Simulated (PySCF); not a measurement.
**Li (lithium, neutral) across methods**

[He] 2s1, 2S determinant. Computed with PySCF 2.14 in x2c-TZVPPall, with scalar relativity by spin-free X2C-1e.

| method | E (hartree) | mean ε 1s α (eV) | mean ε 1s β (eV) | mean ε 2s α (eV) | Σ⟨r²⟩ (bohr²) | ⟨S²⟩ |
| --- | --- | --- | --- | --- | --- | --- |
| r2SCAN | -7.4802 | -53.305 | -53.136 | -3.252 | 18.17 | 0.750 |
| wB97M-V | -7.4729 | -58.655 | -58.348 | -4.772 | 17.97 | 0.750 |
| M06-L | -7.4879 | -53.455 | -53.441 | -3.155 | 19.23 | 0.750 |
| LDA | -7.3444 | -51.007 | -50.796 | -3.163 | 18.27 | 0.750 |
| CAM-B3LYP | -7.4720 | -57.298 | -57.035 | -4.648 | 17.69 | 0.750 |
| PBE0 | -7.4677 | -55.852 | -55.567 | -3.828 | 17.91 | 0.750 |
| UHF | -7.43332 | -67.668 | -67.180 | -5.343 | 18.62 | 0.750 |
| PBE | -7.4626 | -51.708 | -51.479 | -3.220 | 17.84 | 0.750 |

Question: Estimate the same row for PBEsol.

Answer: E (hartree) = -7.3980; mean ε 1s α (eV) = -51.191; mean ε 1s β (eV) = -50.986; mean ε 2s α (eV) = -3.155; Σ⟨r²⟩ (bohr²) = 18.10; ⟨S²⟩ = 0.750.
